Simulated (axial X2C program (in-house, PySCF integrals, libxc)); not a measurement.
The numbers below are computed, except where a source is named.
## SnP: input and output

Program: an axial X2C code built on PySCF integrals.

Input file and command:
```json
{
 "zs": [
  50,
  15
 ],
 "q": 0,
 "bas": [
  "dyall-cv3z",
  "dyall-v3z"
 ],
 "levels": [
  "PBE0",
  "HF",
  "BP86",
  "PBEsol",
  "r2SCAN"
 ],
 "cc": true,
 "r0": 2.32,
 "thr": -2.0,
 "nmax": 140
}
```
```bash
python so2c.py task.json out
```

Keys: zs atomic numbers; q charge; bas basis sets; levels methods; cc coupled cluster on or off; r0 starting distance in Å; thr threshold in hartree for freezing inner shells (an s shell follows its p shell); nmax most natural virtual spinors. HF also brings MP2.

Output of the HF step, spin-free, at R = 2.354 Å for the state M_S = 1/2, Λ = 1. It starts from PBE0 orbitals of this distance.

```
spin-free X2C-1e  HF
basis functions 175  fitting functions 942  grid points 5079
iter        total energy     max residual
   1      -6515.360568842     3.31e-01
   2      -6515.388074605     7.48e-03
   3      -6515.389837263     1.32e-02
   4      -6515.391073671     9.96e-03
   5      -6515.393322422     8.34e-03
   6      -6515.395036559     8.24e-03
   7      -6515.397067583     1.12e-02
   8      -6515.397597215     2.32e-03
   9      -6515.397664951     8.97e-04
  10      -6515.397688772     9.64e-04
  11      -6515.397691022     1.76e-04
  12      -6515.397691347     5.82e-05
  13      -6515.397691381     4.04e-05
  14      -6515.397691387     6.77e-06
  15      -6515.397691388     3.68e-06
  16      -6515.397691388     2.06e-06
converged
one-electron -9300.33482572  Coulomb 2803.09716725  exact exchange -186.75939918  xc functional 0.00000000  nuclear repulsion 168.59936627
correlated 19  virtual 229  natural virtual 140  E(MP2) -0.642793911  MP2 remainder -0.018109819
iter   CCSD correlation   residual
   1     -0.589966228   1.61e-01
   2     -0.606826257   7.65e-02
   3     -0.610938104   5.08e-02
   4     -0.612910027   3.50e-02
   5     -0.615197091   1.93e-02
   6     -0.615557004   7.28e-03
   7     -0.615655113   2.34e-03
   8     -0.615708962   1.21e-03
   9     -0.615671122   6.93e-04
  10     -0.615689861   3.49e-04
  11     -0.615681821   1.49e-04
  12     -0.615682635   6.22e-05
  13     -0.615682590   2.56e-05
  14     -0.615682289   1.16e-05
  15     -0.615682364   4.54e-06
  16     -0.615682383   1.66e-06
(T) -0.026010689  T1 0.0745  D1 0.2546  max T2 0.111
```
Energies are in hartree; totals compare only within one Hamiltonian and basis. T1 is large, a sign of multireference character or of a spin-contaminated reference. T1 in the output is the amplitude norm over the root of the electron number; divide by √2 for the Lee–Taylor value. The determinant is spin-polarised beyond a pure state at some levels (its spin-free form has ⟨S²⟩ too high), which makes Re and μ there less reliable.
